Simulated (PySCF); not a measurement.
# How methods differ on the ionisation energy of I⁺

I⁺ [Kr] 4d10 5s2 5p4 (3P) → I²⁺ [Kr] 4d10 5s2 5p3 (4S), as a difference of total energies. Calculation: PySCF 2.14, in x2c-QZVPPall; the spin-free X2C one-electron Hamiltonian (Gaussian nucleus). Correlated levels: valence: [Kr] 4d10 frozen. The calculations carry no spin-orbit coupling.

```json
{"method": "UHF", "ionisation energy (eV)": "17.676"}
{"method": "MP2 (valence)", "ionisation energy (eV)": "18.408"}
{"method": "SCS-MP2 (valence)", "ionisation energy (eV)": "18.493"}
{"method": "CCSD (valence)", "ionisation energy (eV)": "18.550"}
{"method": "CCSD(T) (valence)", "ionisation energy (eV)": "18.582"}
```

A first-order spin-orbit estimate (lowest level to lowest level, LS coupling) adds 0.334 eV.

Errors of the correlated levels include the incompleteness of this basis and the frozen core.

Problem. Which method comes closest to the reference value, and which is furthest?

Solution. The reference is 19.131 eV (measured; NIST Atomic Spectra Database, ionization energies). Closest: CCSD(T) (valence) (error -0.215 eV); furthest: UHF (error -1.121 eV), both after the spin-orbit estimate.
